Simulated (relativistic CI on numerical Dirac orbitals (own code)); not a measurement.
# Energy levels of Pr41+

Calculated at this level of theory: Dirac-Coulomb-Breit CI, KLI orbitals optimised for each configuration, model QED (radiative potential, 1s self-energy scaled to tabulated hydrogen-like ionisation energies), unscaled Slater integrals (own radial code, finite nucleus).

CI space (outside the closed core [Ne]): 3s²3p⁶, 3s²3p⁵3d, 3s3p⁶3d, 3s²3p⁵4s, 3s²3p⁵4p, 3s²3p⁵4d, 3p⁶3d4p, 3s3p⁶4s, 3s²3p⁵4f, 3s3p⁶4p, 3s3p⁶4d, 3s3p⁶4f, 3s²3p⁵5s, 3s²3p⁵5p, 3s²3p⁵5d, 3s²3p⁵5f, 3s²3p⁵5g, 3s3p⁶5s, 3s3p⁶5p, 3s3p⁶5d, 3s3p⁶5f, 3p⁶3d², 3p⁵3d³, 3p⁵3d²4s, 3p⁵3d²4p, 3p⁵3d²4d, 3p⁶3d4s, 3p⁵3d4s², 3p⁵3d4s4p, 3p⁵3d4s4d, 3p⁶4s², 3p⁵4s²4p, 3p⁵4s²4d. Double excitations out of closed p, d and f shells are left out; levels of such configurations are missing from the list, as are those of other unlisted configurations, and high levels can miss mixing partners. These lack a partner that the ground configuration has and come out too high: 3s²3p⁵4f, 3s²3p⁵5s, 3s²3p⁵5p, 3s²3p⁵5d, 3s²3p⁵5f.

```csv
No.,Configuration,Term,J,E (10³ cm⁻¹),%,Landé g,Lifetime (s)
1,3s²3p⁶,¹S,0,0.0,100,,
2,3s²3p⁵3d,³P°,0,1420.4,100,,
3,3s²3p⁵3d,³P°,1,1476.8,77,1.259,1.20e-09
4,3s²3p⁵3d,³F°,3,1518.0,59,1.066,4.18e-01
5,3s²3p⁵3d,³D°,2,1541.0,53,1.091,3.92e-04
6,3s²3p⁵3d,³F°,4,1686.7,100,1.243,1.77e-05
7,3s²3p⁵3d,¹D°,2,1718.6,47,1.190,7.39e-06
8,3s²3p⁵3d,³D°,3,1791.7,68,1.222,5.86e-06
9,3s²3p⁵3d,³D°,1,1956.2,47,0.845,2.95e-12
10,3s²3p⁵3d,³F°,2,2438.6,70,0.770,7.11e-08
11,3s²3p⁵3d,³D°,2,2661.0,41,1.253,7.16e-08
12,3s²3p⁵3d,³F°,3,2690.4,40,1.106,6.33e-08
13,3s²3p⁵3d,¹P°,1,2707.4,63,0.875,6.60e-13
14,3s3p⁶3d,³D,1,3696.6,100,0.492,1.06e-12
15,3s3p⁶3d,³D,2,3731.1,81,1.128,1.05e-12
16,3s3p⁶3d,³D,3,3910.1,100,1.326,1.06e-12
17,3s3p⁶3d,¹D,2,4003.3,81,1.024,1.09e-12
18,3p⁶3d²,³F,2,7496.7,80,0.737,
19,3p⁶3d²,³P,0,7635.1,79,,
20,3p⁶3d²,³F,3,7688.4,100,1.076,
21,3p⁶3d²,³P,2,7759.6,48,1.181,
22,3p⁶3d²,¹G,4,7768.4,52,1.113,
23,3p⁶3d²,³P,1,7785.1,100,1.494,
24,3p⁶3d²,³F,4,7941.0,52,1.123,
25,3p⁶3d²,³P,2,7986.4,50,1.227,
26,3p⁶3d²,¹S,0,8151.5,79,,
27,3p⁵3d³,⁵F°,2,8910.8,28,1.110,
28,3p⁵3d³,⁵D°,1,8926.1,38,0.965,
29,3p⁵3d³,⁵D°,0,8955.8,73,,
30,3p⁵3d³,⁵G°,3,8978.4,22,1.062,
31,3p⁵3d³,⁵D°,3,9060.9,34,1.294,
32,3p⁵3d³,⁵F°,4,9085.9,36,1.230,
33,3p⁵3d³,⁵S°,2,9092.6,38,1.681,
34,3p⁵3d³,³F°,2,9110.7,40,1.050,
35,3p⁵3d³,⁵D°,1,9124.0,40,0.882,
36,3p⁵3d³,⁵G°,5,9135.4,32,1.208,
37,3p⁵3d³,³G°,3,9144.6,41,1.018,
38,3p⁵3d³,³F°,4,9151.4,34,1.187,
39,3p⁵3d³,³H°,6,9157.7,45,1.154,
40,3p⁵3d³,³P°,0,9168.6,52,,
41,3p⁵3d³,³G°,4,9190.5,34,1.101,
42,3p⁵3d³,⁵D°,3,9202.8,22,1.194,
43,3p⁵3d³,³D°,2,9208.0,30,1.207,
44,3p⁵3d³,³S°,1,9213.2,35,1.647,
45,3p⁵3d³,³G°,5,9242.1,36,1.128,
46,3p⁵3d³,⁵D°,4,9275.4,50,1.265,
47,3p⁵3d³,³G°,4,9300.7,28,1.172,
48,3p⁵3d³,³P°,2,9308.1,30,1.338,
49,3p⁵3d³,⁵F°,5,9314.0,28,1.185,
50,3p⁵3d³,³D°,2,9323.9,42,1.147,
51,3p⁵3d³,⁵G°,6,9330.6,52,1.178,
52,3p⁵3d³,³D°,3,9356.0,39,1.307,
53,3p⁵3d³,³G°,3,9366.6,25,1.138,
54,3p⁵3d³,³P°,1,9367.9,45,1.073,
55,3p⁵3d³,³F°,2,9370.5,34,1.081,
56,3p⁵3d³,³H°,5,9373.5,33,1.127,
57,3p⁵3d³,³I°,7,9382.5,100,1.136,
58,3p⁵3d³,³P°,1,9384.7,45,1.277,
59,3p⁵3d³,³F°,4,9399.1,58,1.160,
60,3p⁵3d³,³F°,2,9402.1,26,1.027,
61,3p⁵3d³,³D°,3,9411.7,30,1.166,
62,3p⁵3d³,³G°,3,9423.9,49,1.035,
63,3p⁵3d³,³F°,4,9451.8,51,1.126,
64,3p⁵3d³,³D°,1,9454.4,63,0.788,
65,3p⁵3d³,³F°,3,9454.6,40,1.125,
66,3p⁵3d³,³H°,6,9459.1,68,1.108,
67,3p⁵3d³,³G°,5,9468.3,71,1.135,
68,3p⁵3d³,¹G°,4,9473.2,39,1.115,
69,3p⁵3d³,³P°,0,9477.9,80,,
70,3p⁵3d³,¹D°,2,9501.1,47,0.992,
```

Energies count from the lowest computed level; ° marks odd parity; lifetimes are radiative, by E1, M1, E2, M2, E3 decay to levels of this space only; some are left blank where a channel outside the calculation adds to the decay or the decay crosses a small, uncertain gap.

The mean weight of the leading LS term, summed over parents, in these 70 levels is 54 %, and that of the leading jj configuration (from the same eigenvectors) 86 %, so jj coupling describes them better and the LS labels are nominal.

At this charge energies of transitions that change n are usually good to better than 1 %, and those within a shell (Δn = 0) to a few per cent.

LS names give the leading component of a level, which can be under half, so a name can repeat, a term be missing and a line seem to break the LS rules.
